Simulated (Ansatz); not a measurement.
`FC(F)=[CH][AlH2]` + `[OH][SnH3]` → `[OH][SnH2][AlH2]` + `C=C(F)F` at 700 K and 1 bar (formal exchange of groups at the Al–C bond).

Calculated with Ansatz (gas phase, PBE0-D4/def2-TZVP geometries, no zero-point term in ΔE). CCSD(T)/CBS adds triple-zeta CCSD(T) − MP2 to the extrapolated MP2 energy (def2 sets, frozen cores). def2 core potentials past Kr. For Sn outer-core shells are correlated without core-valence functions, which leaves a few kJ/mol of doubt a bond. Each species was taken in one conformer, which may not be the lowest.

| species | CCSD(T)/CBS energy (Eh) | H − E (kJ/mol) | S (J/(mol·K)) |
| --- | --- | --- | --- |
| `FC(F)=[CH][AlH2]` | -519.46323 | 173.3 | 426.7 |
| `[OH][SnH3]` | -291.59405 | 135.8 | 359.4 |
| `[OH][SnH2][AlH2]` | -534.20940 | 176.8 | 463.9 |
| `C=C(F)F` | -276.85281 | 140.8 | 329.7 |

H − E and S are ideal-gas, rigid-rotor, harmonic terms from PBE0-D4/def2-TZVP, for one conformer and one mirror image of each species. 1 Eh = 2625.50 kJ/mol, R = 8.31446 J/(mol·K).

Task: By hand: ΔE, ΔH, ΔS and ΔG.

Result: ΔE = (-534.20940) + (-276.85281) − (-519.46323) − (-291.59405) = -0.00493 Eh = -12.9 kJ/mol. Δ(H − E) = 176.8 + 140.8 − 173.3 − 135.8 = 8.5, so ΔH = -4.4 kJ/mol. ΔS = 463.9 + 329.7 − 426.7 − 359.4 = 7.5 J/(mol·K). ΔG = -4.4 − 700 × (7.5)/1000 = -9.7 kJ/mol.

Task: By hand: the equilibrium constant, and the temperature at which ΔG would vanish if ΔH and ΔS stayed fixed.

Result: log₁₀ K = −ΔG/(RT ln 10) = 0.7. ΔH and −TΔS have one sign here, so there is no such temperature. One of them is within its doubt of zero, so this could turn.

TΔS isn't small against ΔH here. A doubt of 5 kJ/mol in ΔE shifts log₁₀ K by 0.4 here. Other conformers and mirror images would add mixing entropy, several J/(mol·K) or more a flexible species. Modes under 60 cm⁻¹, often nearly free rotors, make the harmonic entropy too high. These are equilibria of isolated gas molecules and say nothing of rates. Largest T1 diagnostic: 0.014 (customary marks: 0.02 for closed shells, 0.045 for open ones).
